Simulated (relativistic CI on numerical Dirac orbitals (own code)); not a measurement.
Computed by Dirac-Coulomb-Breit CI, separate exchange-only KLI orbitals for each configuration, QED by a radiative potential, valence Slater integrals scaled by 0.85, P86 correlation energy added to each configuration (own radial code, finite nucleus).

Configurations in the expansion (outside the closed core [Ne]): 3s2 3p6 3d9, 3s2 3p6 3d8 4s, 3s2 3p6 3d8 4p, 3s2 3p5 3d10, 3s2 3p6 3d8 4d, 3s2 3p6 3d8 5s, 3s2 3p6 3d8 5p, 3s2 3p6 3d8 4f, 3s2 3p6 3d7 4s2, 3s2 3p6 3d8 5d, 3s 3p6 3d10, 3s2 3p6 3d8 6s, 3s2 3p6 3d8 6p, 3s2 3p6 3d8 5f, 3s2 3p6 3d8 5g, 3s2 3p6 3d7 4s 4p, 3s2 3p6 3d8 6d, 3s2 3p6 3d7 4p2, 3s2 3p6 3d7 4s 4d, 3s2 3p6 3d7 4p 4d. Levels of other configurations are missing.

At this charge configurations can still be misplaced by up to about 7 % of their energy. 40 of the 48 excited levels that our extract of the measured tables holds in this range could be paired (the sources list more); they are missed by 698 cm⁻¹ on average and 2025 at most, and levels without a partner can miss by more.

Outline of the computed level scheme of Ge VI. Lowest level of each configuration: 3s2 3p6 3d9 2D_5/2 at 0.0000 eV; 3s2 3p6 3d8 4s 4F_9/2 at 37.8031 eV; 3s2 3p6 3d8 4p 4D°_7/2 at 50.3192 eV.

Some strong electric-dipole decays among the lowest 45 levels: 3s2 3p6 3d8 4p 2D°_5/2 → 3s2 3p6 3d9 2D_5/2 (9.6e+09 s⁻¹); 3s2 3p6 3d8 4p 2D°_5/2 → 3s2 3p6 3d9 2D_5/2 (8.8e+09 s⁻¹); 3s2 3p6 3d8 4p 2D°_3/2 → 3s2 3p6 3d9 2D_3/2 (8.3e+09 s⁻¹); 3s2 3p6 3d8 4p 2D°_3/2 → 3s2 3p6 3d9 2D_3/2 (8.1e+09 s⁻¹); 3s2 3p6 3d8 4p 2F°_5/2 → 3s2 3p6 3d9 2D_5/2 (5.6e+09 s⁻¹); 3s2 3p6 3d8 4p 2F°_7/2 → 3s2 3p6 3d9 2D_5/2 (3.0e+09 s⁻¹); 3s2 3p6 3d8 4p 4F°_5/2 → 3s2 3p6 3d9 2D_5/2 (3.0e+09 s⁻¹); 3s2 3p6 3d8 4p 2F°_7/2 → 3s2 3p6 3d9 2D_5/2 (2.5e+09 s⁻¹).

LS names give the leading component of a level, which can be under half, so a name can repeat, a term be missing and a line seem to break the LS rules.
